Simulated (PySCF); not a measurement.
Method: PBE-D3(BJ)/def2-TZVP // PBE0-D3(BJ)/def2-TZVP (PySCF 2.14.0). All species are isolated molecules in the gas phase. 

Reference species (SMILES): `IB(I)I` (neutral, multiplicity 1).

```
Item            Value
-------------  ------
dipole moment  0.00 D
```

Changed species: `IBI` (whole molecule; the reference has whole molecule).

Problem. Give the shifts of the dipole moment.

Solution. the dipole moment is nearly the same.
